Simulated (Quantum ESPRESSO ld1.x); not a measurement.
Values are calculated unless marked as measured or tabulated.
ld1.x (Quantum ESPRESSO 7.5) input

```
 &input
    zed=14.0,
    iswitch=1,
    rel=0,
    lsd=1,
    dft='PZ',
    config='[He] 2s0 2p0',
    verbosity='high',
    prefix='ld1',
    max_out_wfc=37,
    file_charge='ld1.rho',
 /
```

Command: `OMP_NUM_THREADS=1 ld1.x < ld1.in > ld1.out`

It prints (banner and zero overlaps left out):

```
     Program LD1 v.7.5 starts

     --------------------------- All-electron run ----------------------------

     atomic number is 14.00
     dft =PZ   lsd =1 sic =0 latt =0  beta=0.20 tr2=1.0E-14
     Exchange-correlation= PZ
                           (   1   1   0   0   0   0   0)
     mesh =1781 r(mesh) =  99.57814 a.u. xmin = -7.00 dx = 0.00800
     1 Ry =  13.60569312 eV

     n l     nl                  e(Ry)          e(Ha)          e(eV)
     1 0     1S 1( 1.00)    -171.836944129     -85.918472065  -2337.9607290
     2 0     2S 1( 0.00)     -39.163590918     -19.581795459   -532.8477996
     2 1     2P 1( 0.00)     -37.884558022     -18.942279011   -515.4456705
     1 0     1S 2( 1.00)    -171.836944129     -85.918472065  -2337.9607290
     2 0     2S 2( 0.00)     -39.163590918     -19.581795459   -532.8477996
     2 1     2P 2( 0.00)     -37.884558022     -18.942279011   -515.4456705

     final scf error:  5.1E-15 reached in   9 iterations

     Etot =    -372.751563 Ry,    -186.375782 Ha,   -5071.543378 eV
     Total magnetization:    0.00 Bohr mag.

     Ekin =     372.424080 Ry,     186.212040 Ha,    5067.087745 eV
     Encl =    -764.128779 Ry,    -382.064389 Ha,  -10396.501670 eV
     Eh   =      33.976206 Ry,      16.988103 Ha,     462.269836 eV
     Exc  =     -15.023071 Ry,      -7.511535 Ha,    -204.399289 eV

     normalization and overlap integrals

     s(1S/1S) =  1.000000  <r> =   0.1106  <r2> =    0.0164  r(max) =   0.0732
     s(2S/2S) =  1.000000  <r> =   0.4628  <r2> =    0.2502  r(max) =   0.3989
     s(2P/2P) =  1.000000  <r> =   0.3955  <r2> =    0.1884  r(max) =   0.3138
     s(1S/1S) =  1.000000  <r> =   0.1106  <r2> =    0.0164  r(max) =   0.0732
     s(2S/2S) =  1.000000  <r> =   0.4628  <r2> =    0.2502  r(max) =   0.3989
     s(2P/2P) =  1.000000  <r> =   0.3955  <r2> =    0.1884  r(max) =   0.3138

     ------------------------ End of All-electron run ------------------------
```

Run on one thread of a shared host, so times are rough (Intel(R) Xeon(R) Processor @ 2.60GHz): 0.56 s of CPU time, 0.6 s wall, 9 iterations on 1781 mesh points.
